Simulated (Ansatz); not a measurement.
Calculated with Ansatz (gas phase, PBE0-D4/def2-TZVP geometries, no zero-point term in ΔE). CCSD(T)/CBS is the MP2 limit (def2-TZVPP, def2-QZVPP) plus CCSD(T) − MP2 in def2-TZVPP, frozen cores. This one scheme is used for every species. Functionals use def2-TZVPP. HSE06 is defined as in plane-wave codes. Each species was taken in one conformer, which may not be the lowest.

Reaction (substitution at a C–Si bond): `CC[Si]N` + `CCSS` → `CCSSCC` + `N[SiH]`

```
          level  ΔE (kcal/mol)  difference from CCSD(T)/CBS
      revPBE-D4            4.8                         -0.7
     r2SCAN0-D4            6.0                          0.5
        ωB97X-V            5.3                         -0.2
        ωB97M-V            5.8                          0.3
        r2SCAN0            6.3                          0.8
          HSE06            5.9                          0.4
        LC-ωPBE            6.5                          1.0
CCSD/def2-TZVPP            5.7                          0.2
 MP2/def2-QZVPP            5.1                         -0.4
  MP2/CBS(def2)            5.1                         -0.4
    CCSD(T)/CBS            5.5                            0
```

Largest T1 diagnostic among the species: 0.015.

Leaving LDA and LC-ωPBE aside and taking each functional with its dispersion term where it has one, the values, not all of them listed here, spread over 1.3 kcal/mol, from BLYP-D4 to r2SCAN0-D4. At CCSD(T), def2-SVP lies −1.5 kcal/mol from the extrapolated value and def2-TZVPP −0.1 kcal/mol.
